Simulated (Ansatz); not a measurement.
Basis-set series for H3SiTe, SMILES `[SiH3][Te]` radical. The species carries charge 0 and has multiplicity 2. Te: def2 effective core potential. The geometry is a stationary point of PBE0-D4/def2-TZVP.

```tsv
functional	basis	functions	energy (Eh)	HOMO (eV)	LUMO (eV)
PBE0-D4	def2-TZVPP	134	-559.20973	-6.39	-4.25
PBE0-D4	def2-QZVPP	242	-559.22126	-6.41	-4.25
ωB97M-V	def2-TZVPP	134	-559.26142	-8.45	-2.30
ωB97M-V	def2-QZVPP	242	-559.27232	-8.48	-2.31
```

Task: Give the rows for def2-SVP. (An estimate is asked.)

Result: Computed: 
```csv
functional,basis,functions,energy (Eh),HOMO (eV),LUMO (eV)
PBE0-D4,def2-SVP,59,-559.09647,-6.30,-4.26
ωB97M-V,def2-SVP,59,-559.14566,-8.34,-2.22
```

HOMO and LUMO are taken over both spins.
